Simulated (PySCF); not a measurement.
Compound: Ta(NMe)(OH)3, CH6NO3Ta (singlet state).
Structure used (PBE0-D3(BJ)/def2-SVP), in Å, numbered top down from 1:
```
atom  x, y, z in Å
Ta1    0.0355    0.0063   -0.9998
N2     0.0125   -0.0098    0.7708
C3     0.0363   -0.0101    2.1868
H4     0.6816   -0.8151    2.5824
H5     0.4279    0.9428    2.5868
H6    -0.9717   -0.1570    2.6164
O7     1.8635    0.3640   -1.5104
H8     2.2220    0.4385   -2.3995
O9    -1.1525    1.3626   -1.6494
H10   -1.7177    2.0193   -1.2364
O11   -0.5424   -1.6974   -1.6592
H12   -0.7795   -2.5266   -1.2375
```

Theory: PySCF 2.14.0, density-fitted response routines, TDDFT B3LYP/def2-SVPD, vertical, gas phase, core orbitals frozen in the response, def2 core potentials past Kr. Spin–orbit coupling is left out.

Transition dipole moments from the ground state, in atomic units and in the frame of the coordinates above (overall signs are arbitrary), for the states with f of 0.002 or more among the lowest 9:

```tsv
state	E (hartree)	μx	μy	μz
S1	0.1900	-0.229	-0.038	0.157
S4	0.1987	-0.087	-0.020	0.143
S5	0.2028	0.041	-0.230	-0.012
S6	0.2122	-0.037	0.000	-0.343
S7	0.2183	-0.164	-0.029	-0.299
S8	0.2220	-0.021	0.126	-0.004
S9	0.2233	0.022	-0.134	-0.010
```

Problem. Work out the oscillator strengths.

Solution. f = (2/3) ΔE |μ|² with ΔE in hartree (27.2114 eV).

```json
{"state": "S1", "|μ|² (au)": "0.079", "|μ| (D)": "0.71", "f": "0.010"}
{"state": "S4", "|μ|² (au)": "0.028", "|μ| (D)": "0.43", "f": "0.004"}
{"state": "S5", "|μ|² (au)": "0.054", "|μ| (D)": "0.59", "f": "0.007"}
{"state": "S6", "|μ|² (au)": "0.119", "|μ| (D)": "0.88", "f": "0.017"}
{"state": "S7", "|μ|² (au)": "0.117", "|μ| (D)": "0.87", "f": "0.017"}
{"state": "S8", "|μ|² (au)": "0.016", "|μ| (D)": "0.32", "f": "0.002"}
{"state": "S9", "|μ|² (au)": "0.019", "|μ| (D)": "0.35", "f": "0.003"}
```

Problem. What angle do the transition dipoles of S6 and S7 make?

Solution. |cos θ| = |μa·μb| / (|μa| |μb|) = 0.92, so θ ≈ 23° (taken between 0 and 90°, since the signs are arbitrary).

The vertical ionisation energy (ΔSCF) is 8.77 eV, 2.70 eV above S9.
